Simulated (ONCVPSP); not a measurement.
**Pseudopotential generation for sulfur: ONCV, PBE, non-relativistic.**

- Element: S (Z = 16)
- Generator: ONCVPSP 4.0.1
- Type: optimised norm-conserving Vanderbilt (ONCV)
- Functional: PBE
- Relativity: non-relativistic
- Frozen core: [Ne]
- Valence charge: 6
- Reference configuration: 3s2 3p4
- Partial waves: 3s: rc 1.55 bohr, ncon 4, nbas 8, qcut 4.9 1/bohr, 1 projector; 3p: rc 1.55 bohr, ncon 5, nbas 9, qcut 4.4 1/bohr, 2 projectors, debl 3.5 Ha
- Local potential: polynomial inside 1.30 bohr (lpopt 5, dvloc0 6 Ha)
- Core correction: Teter function, fcfact 2.25, rcfact 1.6

All-electron outer shells of the reference configuration (PBE, non-relativistic, ld1.x):

| shell | level (eV) | outermost node (bohr) | outermost maximum (bohr) |
| --- | --- | --- | --- |
| 2s | -210.43 | 0.13 | 0.39 |
| 2p | -156.49 | – | 0.33 |
| 3s | -17.14 | 0.60 | 1.42 |
| 3p | -7.02 | 0.58 | 1.61 |

(1) Estimate the cutoffs (Ha) at which the residual kinetic energy of the hardest occupied pseudo-wave falls to 1 and 0.1 mHa per electron.

(2) Does the potential have ghost states?

(3) Which valence shell sets the plane-wave cutoff?

(4) Tests: 3s2 3p3; 3s2 3p2; 3s2 3p1; 3s2 3p3.5. Which has the largest error in its energy relative to the reference configuration, and how large is it?

Results:

(1) 12 Ha and 53 Ha.

(2) No bound ghost flagged; no localised positive-energy state flagged.

(3) 3s: 12 Ha for 1 mHa per electron, against 6 Ha for 3p.

(4) 3s2 3p1, with +44 meV (all-electron minus pseudo) on +68.13 eV.
